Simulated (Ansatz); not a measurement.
Tuning the range parameter of LC-ωPBE so that −HOMO meets the ionisation energy; basis def2-TZVP, Ansatz. System: HfH₄. The state is a singlet with charge 0. Geometry: B3LYP-D4/def2-TZVP. The ionised state is a doublet.

Geometry of the singlet:

Cartesian coordinates in Å:
```
Hf 0.0000 0.0000 -0.0001
H 0.3118 0.9652 1.5441
H -0.1457 1.1585 -1.4319
H -1.5695 -0.9579 0.1793
H 1.4034 -1.1657 -0.2914
```

In the def2 sets Hf takes a core potential; there is no spin–orbit coupling.

| ω (1/bohr) | HOMO (eV) | LUMO (eV) | vertical IE (eV) | HOMO + IE (eV) |
| --- | --- | --- | --- | --- |
| 0.1 | -8.62 | -1.68 | 10.34 | 1.72 |
| 0.15 | -9.28 | -1.10 | 10.45 | 1.17 |
| 0.2 | -9.86 | -0.64 | 10.60 | 0.74 |
| 0.3 | -10.75 | -0.01 | 10.94 | 0.19 |

(1) Where does the tuning condition hold?

## Answers

(1) Not within the range that was run.
